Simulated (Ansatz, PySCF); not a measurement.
C2H10N2Si2, SMILES N[Si@@H]1C[SiH2]CN1. Atoms are numbered in the order given.

```xyz
16

N      2.4658    -0.5920    -0.2504
Si     0.9989    -0.2939     0.6036
C     -0.5419    -1.3242     0.2132
Si    -1.6873    -0.1200    -0.6682
C     -1.0041     1.5425    -0.0373
N      0.4089     1.2816     0.1716
H      3.1742    -1.2085     0.1278
H      2.5172    -0.5231    -1.2598
H      1.3880    -0.4931     2.0391
H     -0.9995    -1.6750     1.1534
H     -0.2995    -2.2127    -0.3895
H     -3.1425    -0.3015    -0.3670
H     -1.5001    -0.2000    -2.1517
H     -1.5392     1.8828     0.8731
H     -1.1614     2.3237    -0.8021
H      0.9974     2.1011     0.2761
```
Charge 0, spin multiplicity 1.

Geometry: PBE0-D3(BJ)/def2-SVP. The structure was generated by enumeration; whether it is a known compound was not checked. The values are those of a single conformer.

Two levels are set side by side: PBE-D3(BJ)/def2-SVP (Ansatz, a quantum-chemistry and plane-wave program) and PBE0-D3(BJ)/def2-SVP (Ansatz). Each level has its own optimised geometry; the coordinates shown are those of the second. Frequencies come from the Hessian of PySCF at each geometry. Differences are taken from unrounded values.

```
quantity                            PBE0-D3(BJ)  PBE-D3(BJ)  PBE-D3(BJ) minus PBE0-D3(BJ)
----------------------------------  -----------  ----------  ----------------------------
mean bond length (Å)                      1.409       1.420                         0.011
bond N1–Si2 (Å)                           1.723       1.738                         0.015
bond Si2–C3 (Å)                           1.894       1.907                         0.013
bond Si2–N6 (Å)                           1.737       1.750                         0.013
bond C3–Si4 (Å)                           1.881       1.893                         0.012
bond Si4–C5 (Å)                           1.905       1.918                         0.013
bond C5–N6 (Å)                            1.452       1.461                         0.009
bond N1–H7 (Å)                            1.012       1.022                         0.010
bond N1–H8 (Å)                            1.013       1.023                         0.009
bond Si2–H9 (Å)                           1.501       1.512                         0.012
bond C3–H10 (Å)                           1.103       1.111                         0.008
bond C3–H11 (Å)                           1.101       1.108                         0.008
bond Si4–H12 (Å)                          1.497       1.508                         0.011
bond Si4–H13 (Å)                          1.497       1.507                         0.010
bond C5–H14 (Å)                           1.109       1.119                         0.009
bond C5–H15 (Å)                           1.105       1.113                         0.009
bond N6–H16 (Å)                           1.014       1.023                         0.009
highest harmonic wavenumber (cm⁻¹)         3727        3595                          -132
mean harmonic wavenumber (cm⁻¹)            1294        1252                           -43
zero-point energy (kcal/mol)              77.71       75.14                         -2.56
```

GGA bonds tend to be longer and softer than those of functionals with exact exchange. Differences between two approximate levels are no errors against the true value.
